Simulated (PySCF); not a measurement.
A structure optimised at PBE0-D3(BJ)/def2-SVP, used in a PySCF frequency run:

```xyz
4

Ga     0.0000     0.0000     0.7854
Cl     0.0000     1.8225     1.8850
Cl     0.0000    -1.8225     1.8850
I      0.0000     0.0000    -1.6686
```
Charge 0, spin multiplicity 1.

### Question
Write its SMILES, formula and point group.

### Answer
[Cl][Ga]([Cl])[I], Cl2GaI, C2v

### Question
What are its rotational constants (standard atomic weights)?

### Answer
2.1460, 0.78204, 0.57317 GHz
